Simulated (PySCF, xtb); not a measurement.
CHCl, SMILES [CH]Cl (connectivity only; charge and spin as stated), neutral, multiplicity 1.

GFN2-xTB (xtb) at its own geometry gives an orbital gap of 1.27 eV and a dipole moment of 1.71 D.

Coordinates come from a PBE0-D3(BJ)/def2-TZVPD optimisation. The isomer is the one that the SMILES or the coordinates give; other isomers of the formula were not compared.

Task: What does PBE0/def2-TZVPD (PySCF) give? (An estimate is asked for; the answer gives what the named calculation found.)

Result: gap 3.73 eV (levels -7.04 and -3.30 eV), dipole 1.57 D.
